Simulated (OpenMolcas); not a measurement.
An atom or ion with 8 electrons was computed by SS-CASPT2, IPEA 0.25 Eh, imaginary shift 0.1 Eh with spin-orbit coupling (OpenMolcas, ANO-RCC-VTZP, DKH2). The lowest levels that the run gave, each within 12 % of the measured value where one is at hand:

```csv
J,Parity,E (cm-1),g
2,even,0.0,1.501
1,even,323,1.501
0,even,479,
2,even,21020,1.000
0,even,47390,
```

Question: Which ion is it, and what are the configurations and terms?

Answer: F II (Z = 9, charge +1; active space 4 electrons in 3 orbitals (2p)). J, parity and g give the terms where levels are pure, and mixed ones are named by the computed weights; the size of the splittings, set against known spectra of the 8-electron sequence, gives the charge. In order, with the measured energies in cm-1 (NIST Handbook of Basic Atomic Spectroscopic Data): 2s2 2p4 3P2, 2s2 2p4 3P1 (341), 2s2 2p4 3P0 (490), 2s2 2p4 1D2 (20873), 2s2 2p4 1S0 (44918).

CASPT2 breaks the degeneracy within a term, and the mean is taken; among the terms shown or strongly mixed into the levels shown the widest spread is 80 cm-1 (2s2 2p4 1D). With the s shell closed, the reference lacks s² → p² mixing. Computed and measured levels are paired by configuration, term and J; levels that our copy of the source lacks, or whose pairing is in doubt (as where it misses far off the trend of its configuration), stay unpaired and out of the deviations. Only configurations of the active space appear.
